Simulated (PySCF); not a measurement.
TeCl3, SMILES Cl[Te+](Cl)Cl, charge +1.

Geometry optimised at B3LYP-D3(BJ)/def2-SVP. The spin state was assumed, not searched. The isomer is the one that the SMILES or the coordinates give; other isomers of the formula were not compared. The def2 effective core potentials stand for the cores of Te; spin–orbit coupling is left out.

These are TDA-PBE/def2-SVPD run with PySCF 2.14.0 values and carry that method's errors.

Vertical excitations; the highest root listed may be one member of a degenerate set. Isolated molecule, no solvent. State labels are in the subgroup Cs.

| state | symmetry | energy (eV) | λ (nm) | f | main pairs |
|---|---|---|---|---|---|
| S1 | A" | 4.03 | 308 | 0.000 | HOMO→LUMO 89 % |
| S2 | A' | 4.15 | 298 | 0.000 | HOMO→LUMO+1, HOMO−3→LUMO (degenerate set) |
| S3 | A" | 4.15 | 298 | 0.000 | HOMO→LUMO+2, HOMO−2→LUMO (degenerate set) |
| S4 | A' | 4.24 | 292 | 0.003 | HOMO−1→LUMO 88 % |
| S5 | A" | 4.30 | 288 | 0.000 | HOMO−2→LUMO+2, HOMO−3→LUMO+1, HOMO−1→LUMO+1, HOMO→LUMO+2 (degenerate set) |
| S6 | A' | 4.30 | 288 | 0.000 | HOMO−2→LUMO+1, HOMO−3→LUMO+2, HOMO−1→LUMO+2, HOMO→LUMO+1 (degenerate set) |
| S7 | A" | 4.31 | 288 | 0.000 | HOMO−3→LUMO+1 45 %, HOMO−2→LUMO+2 45 %, HOMO→LUMO 9 % |
| S8 | A' | 4.46 | 278 | 0.001 | HOMO−1→LUMO+2, HOMO−3→LUMO+2, HOMO−2→LUMO+1, HOMO−3→LUMO (degenerate set) |
| S9 | A" | 4.46 | 278 | 0.001 | HOMO−1→LUMO+1, HOMO−2→LUMO+2, HOMO−3→LUMO+1, HOMO−2→LUMO (degenerate set) |
| S10 | A' | 4.51 | 275 | 0.012 | HOMO−2→LUMO+1 44 %, HOMO−3→LUMO+2 44 %, HOMO−1→LUMO 9 % |
| T1 | A" | 3.73 | 332 | 0 | HOMO→LUMO 93 % |
| T2 | A' | 3.80 | 326 | 0 | HOMO−3→LUMO, HOMO→LUMO+1, HOMO−1→LUMO+2 (degenerate set) |
| T3 | A" | 3.80 | 326 | 0 | HOMO−2→LUMO, HOMO→LUMO+2, HOMO−1→LUMO+1 (degenerate set) |
| T4 | A' | 3.81 | 325 | 0 | HOMO−1→LUMO 98 % |
Triplets are in the Tamm–Dancoff approximation.
